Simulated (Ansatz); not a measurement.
Consider the ligand exchange at a Ge–F bond: `[F][GeH]([F])[O][SiH3]` + HCl → `[F][GeH]([Cl])[O][SiH3]` + H–F.

Calculated with Ansatz (gas phase, PBE0-D4/def2-TZVP geometries, no zero-point term in ΔE). CBS: MP2 limit from def2 TZ/QZ plus the TZ coupled-cluster correction, frozen cores. This one scheme is used for every species. Functionals use def2-TZVPP. B3LYP here is the variant with VWN-RPA as its local correlation; programs differ in this. For Ge outer-core shells are correlated without core-valence functions, which leaves a few kJ/mol of doubt a bond. Scalar relativity is left out up to krypton. One conformer a species, not always the lowest.

| level | ΔE (kJ/mol) | difference from CCSD(T)/CBS |
| --- | --- | --- |
| BLYP-D4 | -3.2 | 4.6 |
| r2SCAN-D4 | -3.1 | 4.7 |
| B97M-V | 0.0 | 7.8 |
| B3LYP-D4 | -4.6 | 3.2 |
| ωB97X-V | -1.2 | 6.6 |
| ωB97M-V | -4.1 | 3.7 |
| PBE-QIDH | -8.0 | -0.2 |
| revPBE | -4.4 | 3.4 |
| BLYP | 4.3 | 12.1 |
| r2SCANh | -3.5 | 4.3 |
| r2SCAN0 | -5.3 | 2.5 |
| RPA@PBE/def2-TZVPP | 0.7 | 8.5 |
| HF/def2-SVP | 5.5 | 13.3 |
| MP2/def2-TZVPP | -7.3 | 0.5 |
| CCSD(T)/def2-TZVPP | -2.7 | 5.1 |
| MP2/def2-QZVPP | -9.5 | -1.7 |
| CCSD(T)/CBS | -7.8 | 0 |

Largest T1 diagnostic among the species: 0.012.

Leaving LDA and LC-ωPBE aside and taking each functional with its dispersion term where it has one, the values, not all of them listed here, spread over 12.8 kJ/mol, from HSE06-D4 to CAM-B3LYP-D4. In def2-TZVPP, CCSD(T) changes the Hartree–Fock value by −8.1 kJ/mol (the triples alone add −1.8 kJ/mol) and MP2 by −12.7 kJ/mol. From r2SCAN to r2SCAN0 (25 % exact exchange), in def2-TZVPP and without D4, ΔE moves by −3.1 kJ/mol.
